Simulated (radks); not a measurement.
Values are calculated unless marked as measured or tabulated.
Question: Be+, configuration [He] 2s1. Code: a radial shooting solver on a logarithmic mesh with Libxc functionals. Model: non-relativistic Kohn-Sham, exchange-only PBE, spin-polarised, spherical densities, point nucleus; open shells are filled with parallel spins first. Some entries of the table are withheld. Estimate them.

orbital,occ.,eigenvalue (Ry),<1/r> (bohr^-1),<r^2> (bohr^2)
1s up,1,-8.59895,3.666,0.2416
1s down,1,-8.55778,3.667,0.2404
2s up,1,(1),0.6287,6.055

Answer: 
(1) 2s up eigenvalue (Ry): -1.03818
